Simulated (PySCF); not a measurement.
Job file and geometry (Å, from GFN2-xTB) of a spin–spin coupling run on SMILES C[CH](C)[GeH2][SeH], C₃H₁₀GeSe, B3LYP/pcJ-1 Ge:pcSseg-1 Se:pcSseg-1 indirect spin-spin coupling, non-relativistic, gas phase (PySCF); density fitting, a coarse starting grid and PySCF grid level 2 are the driver's defaults:

```
$ OMP_NUM_THREADS=1 python probes_run.py task.json out

{"job": {"kind": "j", "xc": "B3LYP", "basis": "pcJ-1"}, "charge": 0, "multiplicity": 1}
C     -0.628382    -0.090191     1.411350
C     -0.678188     0.305642    -0.056232
C     -1.083593    -0.866202    -0.936285
Ge     1.097003     1.041062    -0.656188
Se     2.828001    -0.517604    -0.450839
H     -1.605406    -0.431942     1.750891
H      0.083905    -0.902211     1.561596
H     -0.325445     0.754627     2.030418
H     -1.404690     1.112903    -0.179413
H     -0.355600    -1.673420    -0.854347
H     -2.056399    -1.254573    -0.637457
H     -1.141331    -0.561307    -1.980976
H      1.093672     1.427553    -2.119498
H      1.488153     2.289401     0.118274
H      2.683885    -0.625750     0.976795
```

**Question.** What does the program print?

**Answer.** 
```
coarse grid: 55008 points
cycle   1  E = -4598.4512964374  dE = -1.455e+00  |g| = 1.201e+00  |ddm| = 3.197e+00
cycle   2  E = -4598.3907222116  dE =  6.057e-02  |g| = 1.169e+00  |ddm| = 1.231e+00
cycle   3  E = -4598.5478561171  dE = -1.571e-01  |g| = 2.188e-01  |ddm| = 8.931e-01
cycle   4  E = -4598.5559036383  dE = -8.048e-03  |g| = 5.803e-02  |ddm| = 2.132e-01
cycle   5  E = -4598.5565366755  dE = -6.330e-04  |g| = 1.584e-02  |ddm| = 5.563e-02
cycle   6  E = -4598.5565893641  dE = -5.269e-05  |g| = 2.715e-03  |ddm| = 1.476e-02
cycle   7  E = -4598.5565905318  dE = -1.168e-06  |g| = 8.664e-04  |ddm| = 4.038e-03
final grid: 113456 points
cycle   8  E = -4598.5565986451  dE =  2.878e-08  |g| = 1.225e-03  |ddm| = 3.278e-03
cycle   9  E = -4598.5565983673  dE =  2.778e-07  |g| = 1.781e-03  |ddm| = 3.464e-03
cycle  10  E = -4598.5565989772  dE = -6.098e-07  |g| = 1.212e-04  |ddm| = 1.884e-03
cycle  11  E = -4598.5565989805  dE = -3.324e-09  |g| = 2.333e-05  |ddm| = 1.286e-04
cycle  12  E = -4598.5565989806  dE = -1.201e-10  |g| = 5.726e-06  |ddm| = 2.922e-05
converged SCF energy = -4598.5565989806

Indirect spin-spin couplings (Hz)
  i      j    bonds     total        FC       PSO       DSO        SD
  0 C    1 C    1     34.041    34.272    -0.516     0.285         -
  0 C    2 C    2     -0.469    -0.282    -0.222     0.035         -
  0 C    5 H    1    134.968   133.072     1.116     0.780         -
  0 C    6 H    1    132.179   130.173     1.104     0.901         -
  0 C    7 H    1    130.247   128.217     1.185     0.844         -
  0 C    8 H    2     -3.303    -3.467     0.132     0.031         -
  0 C    9 H    3      2.745     2.622    -0.016     0.139         -
  0 C   10 H    3      3.655     3.568    -0.004     0.091         -
  0 C   11 H    3     12.547    12.517     0.401    -0.371         -
  0 C   12 H    3      5.159     5.653     0.242    -0.735         -
  0 C   13 H    3     -0.156    -0.130     0.026    -0.052         -
  0 C   14 H    4      0.394     0.116    -0.172     0.450         -
  1 C    2 C    1     34.020    34.256    -0.521     0.286         -
  1 C    5 H    2     -2.858    -3.145     0.220     0.068         -
  1 C    6 H    2     -4.184    -4.517     0.145     0.188         -
  1 C    7 H    2     -3.117    -3.355     0.096     0.142         -
  1 C    8 H    1    137.963   135.626     0.930     1.407         -
  1 C    9 H    2     -4.350    -4.681     0.144     0.187         -
  1 C   10 H    2     -2.823    -3.114     0.224     0.067         -
  1 C   11 H    2     -3.073    -3.309     0.094     0.142         -
  1 C   12 H    2      7.853     8.345     0.001    -0.493         -
  1 C   13 H    2     12.727    13.216    -0.008    -0.481         -
  1 C   14 H    3      0.392     0.326    -0.025     0.091         -
  2 C    5 H    3      3.280     3.194     0.007     0.079         -
  2 C    6 H    3      2.995     2.870    -0.030     0.155         -
  2 C    7 H    3     12.335    12.305     0.400    -0.370         -
  2 C    8 H    2     -3.304    -3.464     0.133     0.027         -
  2 C    9 H    1    134.187   132.244     1.046     0.897         -
  2 C   10 H    1    133.584   131.653     1.148     0.783         -
  2 C   11 H    1    130.597   128.568     1.185     0.843         -
  2 C   12 H    3      0.354     0.352     0.013    -0.010         -
  2 C   13 H    3      4.725     5.212     0.243    -0.731         -
  5 H    6 H    2    -13.284   -13.866     2.578    -1.995         -
  5 H    7 H    2    -13.357   -13.873     2.700    -2.184         -
  5 H    8 H    3      5.154     4.777     0.306     0.071         -
  5 H   12 H    4      4.780     5.748     1.151    -2.119         -
  5 H   13 H    4     -0.555    -0.330     0.981    -1.205         -
  5 H   14 H    5      0.438    -0.131     0.521     0.047         -
  6 H    7 H    2    -12.460   -13.245     2.580    -1.796         -
  6 H    8 H    3     15.648    15.257     2.675    -2.284         -
  6 H    9 H    4      0.391    -0.247    -1.338     1.976         -
  6 H   12 H    4     -1.716     0.164     0.949    -2.830         -
  6 H   13 H    4     -0.457     0.014     0.368    -0.839         -
  6 H   14 H    5      1.712    -0.210    -1.895     3.817         -
  7 H    8 H    3      3.802     3.280     0.284     0.238         -
  7 H   11 H    4      2.965     2.944     1.705    -1.684         -
  7 H   12 H    4     -0.888     1.058     0.921    -2.867         -
  7 H   13 H    4      0.702    -0.050    -0.858     1.610         -
  7 H   14 H    5      1.087     0.008    -0.619     1.697         -
  8 H    9 H    3     15.589    15.198     2.680    -2.289         -
  8 H   10 H    3      4.637     4.267     0.371    -0.000         -
  8 H   11 H    3      4.218     3.694     0.237     0.288         -
  8 H   12 H    3     -1.142    -0.636     0.164    -0.670         -
  8 H   13 H    3     -1.349    -0.969     0.067    -0.447         -
  8 H   14 H    4     -0.678    -0.292     0.835    -1.220         -
  9 H   10 H    2    -13.190   -13.776     2.599    -2.014         -
  9 H   11 H    2    -12.991   -13.773     2.576    -1.794         -
  9 H   12 H    4     -0.374    -0.072     0.236    -0.538         -
  9 H   13 H    4     -1.633     0.322     0.984    -2.939         -
  9 H   14 H    5      0.162     0.080    -0.457     0.538         -
 10 H   11 H    2    -13.263   -13.779     2.706    -2.190         -
 10 H   12 H    4     -0.667    -0.476     1.008    -1.199         -
 10 H   13 H    4      5.790     6.748     1.149    -2.107         -
 11 H   12 H    4      0.849    -0.009    -0.915     1.773         -
 11 H   13 H    4     -0.639     1.211     0.877    -2.726         -
 11 H   14 H    5     -0.642     0.027     0.679    -1.348         -
 12 H   13 H    2     10.422    13.038     0.898    -3.513         -
 12 H   14 H    3      9.643    12.941     1.271    -4.568         -
 13 H   14 H    3      2.657     2.574    -0.101     0.183         -
```

Size and cost of the density-fitted run: 263 basis functions, 2.2 min wall time on 1 thread of an Intel Xeon, shared host; peak memory 1.1 GiB.
